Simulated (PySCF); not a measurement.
A geometry optimisation, step by step.

Species: C6H8BrFSi2.
Bonds: F1–Si2, Si2–C3, C3–C4 (aromatic), C4–C5 (aromatic), C5–C6 (aromatic), C6–Si7, Si7–Br8, C6–C9 (aromatic), C9–C10 (aromatic), C3–C10 (aromatic). Hydrogens: H11, H12 on Si2; H13 on C4; H14 on C5; H15, H16 on Si7; H17 on C9; H18 on C10.

Method: PBE0-D3(BJ)/def2-SVP geometry optimisation, gas phase (PySCF); density fitting, grid level 1; the optimiser is geomeTRIC in internal coordinates, started from a GFN2-xTB structure with every atom displaced at random (about 0.01 Å). 4 of its 8 geometries are shown. The frame can shift and turn from step to step; on so coarse a grid that alone can change the energy by a few meV, and forces under 0.02 eV/Å are noise.

Step 0: E = -94829.0356 eV, largest atomic force 3.646 eV/Å
```
atom  x, y, z in Å  |  force x, y, z in eV/Å
F1     -3.922   -0.964    0.458   -0.185  -0.395   0.155
Si2    -3.282    0.435   -0.054    0.587  -0.804   0.531
C3     -1.432    0.181   -0.025    0.983   0.060   0.076
C4     -0.821   -1.034    0.360   -3.636  -0.265   0.049
C5      0.510   -1.225    0.373    1.535   0.273   0.034
C6      1.376   -0.184    0.021    0.816  -0.308   0.117
Si7     3.236   -0.522    0.071   -0.706   1.280  -0.130
Br8     4.312    1.319   -0.589    0.081   0.131  -0.023
C9      0.825    1.038   -0.334    0.490   0.342  -0.335
C10    -0.545    1.210   -0.361   -0.944   0.293  -0.102
H11    -3.791    0.624   -1.396   -0.254   0.380  -0.767
H12    -3.707    1.446    0.912   -0.128   0.548   0.167
H13    -1.532   -1.842    0.637    0.583   0.173  -0.052
H14     0.902   -2.173    0.689    0.280  -0.739   0.165
H15     3.703   -0.794    1.422    0.168  -0.295   0.619
H16     3.622   -1.542   -0.868    0.219  -0.876  -0.541
H17     1.474    1.864   -0.640    0.023  -0.003   0.095
H18    -0.955    2.176   -0.661    0.089   0.205  -0.057
```

Step 2: E = -94829.2568 eV, largest atomic force 0.315 eV/Å
```
atom  x, y, z in Å  |  force x, y, z in eV/Å
F1     -2.626    0.174    0.630   -0.019  -0.042   0.012
Si2    -2.009    1.580    0.089    0.006   0.044  -0.016
C3     -0.149    1.397    0.073    0.097   0.006  -0.026
C4      0.457    0.186    0.432    0.012  -0.221   0.074
C5      1.845    0.039    0.417   -0.276   0.151  -0.016
C6      2.661    1.113    0.043    0.198   0.084  -0.040
Si7     4.518    0.850    0.065    0.003  -0.033   0.008
Br8     5.579    2.721   -0.518    0.014   0.036   0.005
C9      2.064    2.329   -0.320   -0.019  -0.127   0.034
C10     0.679    2.463   -0.305   -0.009   0.083  -0.015
H11    -2.554    1.835   -1.275    0.019  -0.029  -0.003
H12    -2.451    2.671    1.003    0.024  -0.019   0.018
H13    -0.163   -0.663    0.735   -0.035   0.030  -0.019
H14     2.279   -0.924    0.706    0.003   0.015  -0.006
H15     4.986    0.475    1.430   -0.013   0.001  -0.002
H16     4.920   -0.223   -0.890   -0.005   0.018  -0.008
H17     2.689    3.177   -0.615    0.004  -0.013   0.008
H18     0.242    3.425   -0.593   -0.004   0.014  -0.007
```

Step 5: E = -94829.2596 eV, largest atomic force 0.102 eV/Å
```
atom  x, y, z in Å  |  force x, y, z in eV/Å
F1     -2.610    0.161    0.635    0.011   0.018  -0.011
Si2    -2.008    1.571    0.080    0.005  -0.009   0.002
C3     -0.148    1.401    0.055    0.037  -0.001  -0.009
C4      0.450    0.187    0.420    0.018  -0.042   0.000
C5      1.836    0.045    0.412   -0.022   0.072  -0.001
C6      2.663    1.117    0.042    0.045  -0.011   0.006
Si7     4.519    0.852    0.084    0.008   0.013  -0.002
Br8     5.589    2.740   -0.438   -0.008  -0.019   0.023
C9      2.069    2.331   -0.327   -0.038  -0.094   0.012
C10     0.683    2.465   -0.321   -0.011   0.091  -0.021
H11    -2.562    1.807   -1.283   -0.001  -0.004   0.002
H12    -2.445    2.659    1.000   -0.002  -0.003  -0.002
H13    -0.177   -0.655    0.718   -0.030  -0.044   0.013
H14     2.270   -0.916    0.705   -0.005   0.015  -0.006
H15     4.962    0.451    1.449   -0.002  -0.012  -0.001
H16     4.934   -0.197   -0.891    0.006   0.013  -0.007
H17     2.696    3.178   -0.619   -0.006  -0.004   0.008
H18     0.248    3.426   -0.614   -0.007   0.020  -0.005
```

Step 7: E = -94829.2601 eV, largest atomic force 0.022 eV/Å
```
atom  x, y, z in Å  |  force x, y, z in eV/Å
F1     -2.605    0.161    0.629    0.001   0.003  -0.005
Si2    -2.007    1.572    0.072    0.002   0.002   0.001
C3     -0.147    1.404    0.048   -0.002  -0.008  -0.007
C4      0.447    0.189    0.415   -0.008   0.005  -0.010
C5      1.832    0.048    0.410    0.006   0.002   0.021
C6      2.664    1.117    0.044    0.001  -0.001   0.004
Si7     4.519    0.850    0.093    0.001   0.006   0.003
Br8     5.594    2.739   -0.404   -0.002  -0.004   0.017
C9      2.070    2.330   -0.326   -0.001  -0.002  -0.021
C10     0.684    2.470   -0.327    0.004   0.001   0.009
H11    -2.564    1.802   -1.290   -0.001   0.001  -0.003
H12    -2.447    2.659    0.991   -0.002   0.001  -0.004
H13    -0.183   -0.654    0.713    0.001   0.001  -0.004
H14     2.266   -0.914    0.706   -0.001  -0.002  -0.001
H15     4.953    0.436    1.458   -0.005  -0.016   0.000
H16     4.940   -0.190   -0.888    0.003   0.011  -0.008
H17     2.699    3.176   -0.617    0.001   0.003   0.005
H18     0.252    3.432   -0.621    0.002   0.000   0.002
```

Task: Summarise the path.

Result: The energy falls by 5.18 kcal/mol from step 0 to step 7; nine tenths of that is first reached at step 1. It never rises by more than 0.2 meV. The largest force goes from 3.646 to 0.022 eV/Å. Among the bonds Si7–H16 changes most, from 1.439 to 1.491 Å; the atoms move by 0.065 Å rms after alignment.

Task: Follow the three bonds and two angles with the largest change from start to end.

Result: 
| step | E above end (kcal/mol) | largest force (eV/Å) | Si7–H16 (Å) | C4–C5 (Å) | Si2–H11 (Å) | C3–C4–H13 (°) | H11–Si2–H12 (°) |
| --- | --- | --- | --- | --- | --- | --- | --- |
| 0 | 5.18 | 3.646 | 1.439 | 1.345 | 1.447 | 114.6 | 114.9 |
| 1 | 0.39 | 0.733 | 1.494 | 1.402 | 1.493 | 121.1 | 107.7 |
| 2 | 0.08 | 0.315 | 1.491 | 1.396 | 1.491 | 119.8 | 109.1 |
| 3 | 0.06 | 0.234 | 1.490 | 1.392 | 1.489 | 120.0 | 110.0 |
| 4 | 0.01 | 0.134 | 1.490 | 1.392 | 1.490 | 119.6 | 110.0 |
| 5 | 0.01 | 0.102 | 1.491 | 1.393 | 1.490 | 119.6 | 109.9 |
| 6 | 0.00 | 0.034 | 1.491 | 1.392 | 1.490 | 119.7 | 109.9 |
| 7 | 0.00 | 0.022 | 1.491 | 1.392 | 1.490 | 119.7 | 109.9 |

The cost below is that of the whole optimisation. Time: 3.3 min wall; peak memory 0.93 GiB. Hardware: one thread of an Intel Xeon Platinum 8375C at 2.90 GHz, no GPU, shared host.
